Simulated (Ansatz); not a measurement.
Gas-phase electronic energies from Ansatz, PBE0-D4/def2-TZVP geometries. CBS: MP2 limit from def2 TZ/QZ plus the TZ coupled-cluster correction, frozen cores. This one scheme is used for every species. DFT in def2-TZVPP. Elements past krypton have def2 core potentials. For Ag outer-core shells are correlated without core-valence functions, which leaves a few kJ/mol of doubt a bond.

`C[S][Ag]` + HCl → `[Cl][Ag]` + CH₃SH  (ligand exchange at the Ag–S bond)

(1) Is it downhill or uphill in electronic energy at CCSD(T)/CBS, and by how much? (An estimate is asked.)

(2) What do these levels give: r2SCANh-D4, r2SCAN0-D4, CAM-B3LYP-D4, r2SCAN, r2SCANh, BHLYP, CAM-B3LYP, LC-ωPBE, RPA@PBE/def2-TZVPP, CCSD/def2-TZVPP, CCSD(T)/def2-TZVPP, CCSD(T)/def2-QZVPP? (Estimate.)

(3) What do rigid-rotor, harmonic-oscillator terms from PBE0-D4/def2-TZVP frequencies (298.15 K, 1 bar) make of the CCSD(T)/CBS value? (Best estimate.)

Largest T1 diagnostic among the species: 0.022, so the coupled-cluster value is less sure than usual.

## Answers

(1) Ansatz gave: Downhill: ΔE = -35.3 kJ/mol.

(2) The calculation gave: r2SCANh-D4 -31.9, r2SCAN0-D4 -38.0, CAM-B3LYP-D4 -41.3, r2SCAN -28.4, r2SCANh -32.7, BHLYP -52.0, CAM-B3LYP -44.1, LC-ωPBE -49.6, RPA@PBE/def2-TZVPP -30.4, CCSD/def2-TZVPP -41.4, CCSD(T)/def2-TZVPP -33.9, CCSD(T)/def2-QZVPP -35.7 kJ/mol.

(3) The calculation gave: ΔZPE = +4.2 kJ/mol, ΔH = -33.0 kJ/mol, ΔS = 3 J/(mol·K), ΔG = -33.8 kJ/mol.

The D4 term adds +4.9 kJ/mol with B3LYP and +2.6 kJ/mol with PBE0; it sums over pairs of atoms, weighted by their polarisabilities, and B3LYP, whose exchange is more repulsive, gets the larger term. Leaving LDA and LC-ωPBE aside and taking each functional with its dispersion term where it has one, the values, not all of them listed here, spread over 29.3 kJ/mol, from ωB97X-V to PBE-D4. LDA lies +10.2 kJ/mol from PBE without D4.

B3LYP here is the variant with VWN-RPA as its local correlation; programs differ in this.
